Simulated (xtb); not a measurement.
ZnF2, SMILES [F][Zn][F]. All values are semi-empirical tight-binding results from xtb (GFN2-xTB unless named), good for trends rather than for accurate numbers. The structure is a stationary point at GFN2-xTB. The isomer is the one that the SMILES or the coordinates give; other isomers of the formula were not compared.

For metal compounds this method's bond lengths and energies can be far off.

The point group as xtb finds it is C2v, the orbital gap comes out as 3.23 eV and the zero-point energy is 1.5 kcal/mol. The G − E(el) at 298.15 K (modified RRHO) is -15.2 kcal/mol.
